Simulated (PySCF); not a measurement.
Atoms are numbered as in `[CH3:1][O:2][CH2:3][C:4]([CH3:5])([CH3:6])[CH3:7]` (H(Xn): hydrogen on atom n).

Theoretical values (PySCF 2.14): geometry: GFN2-xTB, GIAO PBE0/pcSseg-1 shieldings. One conformer, in vacuum, equivalent nuclei averaged, no relativistic terms.

Task: Predict the 2D correlation tables (HSQC, COSY, HMBC).

Result: 

HSQC (one-bond C–H):
```csv
δH,δC
3.56 (H(C1)),61.4 (C1)
3.04 (H(C3)),87.2 (C3)
0.94 (H(C5)/H(C6)/H(C7)),28.2 (C5/C6/C7)
```

HMBC (two and three bonds, from the bond graph):
```csv
δH,δC
3.56 (H(C1)),87.2 (C3)
3.04 (H(C3)),"61.4 (C1), 34.8 (C4), 28.2 (C5/C6/C7)"
0.94 (H(C5)/H(C6)/H(C7)),"87.2 (C3), 34.8 (C4), 28.2 (C5/C6/C7)"
```

No COSY cross peaks are expected.

Referencing at the same level of theory: 1H and 13C against TMS.

Short H···H contacts in this conformer between protons four or more bonds apart (candidates for NOE cross peaks, intensity ∝ r⁻⁶): H(C1)···H(C3) 2.41 Å, H(C3)···H(C6) 2.51 Å.

Shifts are as computed. Against solution values, carbons near 30 ppm lie about +3 ppm off and those near 130 ppm about +5 ppm. Of 1211 compounds with measured shifts, 218 miss one by over three times the rms of a fit or turn the order of signals round; such compounds aren't used in these exercises.
